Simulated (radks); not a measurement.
Problem. Coherent X-ray form factor from a spherical all-electron density. Calculated with a radial shooting solver on a logarithmic mesh with Libxc functionals: scalar-relativistic Kohn-Sham, exchange-only r2SCAN, spin-polarised, spherical densities, finite nucleus; meta-GGA in the generalised Kohn-Sham scheme; Fermi nuclear charge, rms radius of each element as measured or else 0.836 A^(1/3) + 0.57 fm.

| sin(theta)/lambda (1/angstrom) | f0 (electrons) |
|---|---|
| 0.05 | 54.302 |
| 0.1 | 52.359 |
| 0.15 | 49.554 |
| 0.2 | 46.347 |
| 0.25 | 43.129 |
| 0.3 | 40.140 |
| 0.4 | 35.119 |
| 0.5 | 31.132 |
| 0.6 | 27.778 |
| 0.8 | 22.459 |
| 1 | 18.860 |
| 1.25 | 15.969 |
| 1.5 | 13.746 |
| 2 | 9.835 |

The species is in the configuration that NIST lists as its ground one. Which atom or ion scatters so?

Solution. The cerium ion Ce3+, [Xe] 4f1. Extrapolating in s^2 from the first two rows gives f0(0) = 55.0, near the electron count 55; among species with that count, the fall with angle is slower the higher Z, and the table is that of Z = 58; from so few rows the species is fixed only to a neighbour or two.
